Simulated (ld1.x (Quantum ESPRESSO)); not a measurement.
**gold: excitation energies, all-electron against TM**

Au (Z = 79), norm-conserving Troullier–Martins (Kleinman–Bylander form), made with ld1.x (Quantum ESPRESSO) 7.5 (LDA (PZ), fully relativistic). Core [Xe] 4f14, reference 5d10 6s1 6p0. Waves: 6s (bound): rc 2.05 bohr; 6p (bound, empty): rc 3.40 bohr; 5d (bound): rc 2.05 bohr. Local part: all-electron potential smoothed inside 2.00 bohr (lloc = -2). Core correction: Bessel-smoothed model core inside 1.70 bohr.

Open shells are filled in proportion to 2j + 1 (rel_dist='average').

Energies are relative to the spin-unpolarised reference configuration 5d10 6s1 6p0; without spin polarisation the order of configurations can differ from experiment. The frozen-core shift is the all-electron ΔE with the core orbitals held at their reference shape minus the fully relaxed ΔE.

| valence configuration | charge | ΔE all-electron (eV) | error AE − PS (meV) | frozen-core shift (meV) |
| --- | --- | --- | --- | --- |
| 5d10 6s0 6p0 | +1 | 9.790 | -10 | +1.4 |
| 5d9 6s0 6p0 | +2 | 31.312 | -34 | +30 |
| 5d8 6s0 6p0 | +3 | 65.481 | -194 | +186 |
| 5d10 6s0.5 6p0 | +0.5 | 3.956 | -2.3 | +0.4 |
| 5d9 6s1 6p0 | +1 | 12.406 | -19 | +21 |
| 5d9 6s1 6p1 | 0 | 7.470 | -31 | +23 |
| 5d7 6s0 6p0 | +4 | 113.464 | -590 | +578 |
